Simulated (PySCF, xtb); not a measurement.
H4HfI2N2, SMILES [NH2][Hf]([NH2])([I])[I], multiplicity 1.

GFN2-xTB run with xtb at its own geometry gives an orbital gap of 2.90 eV and a dipole moment of 9.68 D.

The structure is a stationary point at B3LYP-D3(BJ)/def2-SVP. The multiplicity is an assumed one; other spin states were not compared. The def2 effective core potentials stand for the cores of Hf, I; spin–orbit coupling is left out. One conformer was computed; it need not be the lowest.

Task: What does B3LYP/def2-TZVP in PySCF give? (The exact figures need the calculation; the answer reports its results.)

Result: gap 5.41 eV (levels -7.05 and -1.63 eV), dipole 3.37 D.
